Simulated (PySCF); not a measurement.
C₂H₈InN, SMILES C[CH2][InH][NH2]. Atoms are numbered in the order given.

```xyz
12

In    -0.3119    -0.5084     0.0000
H     -1.4130    -1.8373     0.0000
C     -0.6267     1.6391     0.0000
C      0.6639     2.4481     0.0000
H     -1.2477     1.8791    -0.8790
H     -1.2477     1.8791     0.8790
H      1.2847     2.2333     0.8846
H      1.2847     2.2333    -0.8846
H      0.4690     3.5346     0.0000
N      1.6459    -1.0275     0.0000
H      1.9963    -1.9782     0.0000
H      2.4107    -0.3626     0.0000
```
Charge 0, spin multiplicity 1.

Geometry: PBE0-D3(BJ)/def2-SVP. The structure was generated by enumeration; whether it is a known compound was not checked. The def2 effective core potentials stand for the cores of In; spin–orbit coupling is left out. One conformer was computed; it need not be the lowest.

Calculation: CAM-B3LYP/def2-TZVP (PySCF).

The molecule is in vacuum.

Q: Estimate the frontier levels, gap, dipole moment and polarisability. (Estimate from the structure and the level; the computed values follow.)

A: 
```json
{
 "highest_occupied_level": "-8.11 eV",
 "lowest_empty_level": "0.03 eV",
 "orbital_gap": "8.14 eV",
 "dipole_moment": "0.59 D",
 "quadrupole, principal values (traceless, Buckingham form, about the centre of nuclear charge)": "-3.32, 1.52, 1.80 D·Å",
 "mean_static_polarisability": "70.0 bohr³ (10.37 Å³)",
 "polarisability_principal_values": "53.2, 72.7, 83.9 bohr³"
}
```
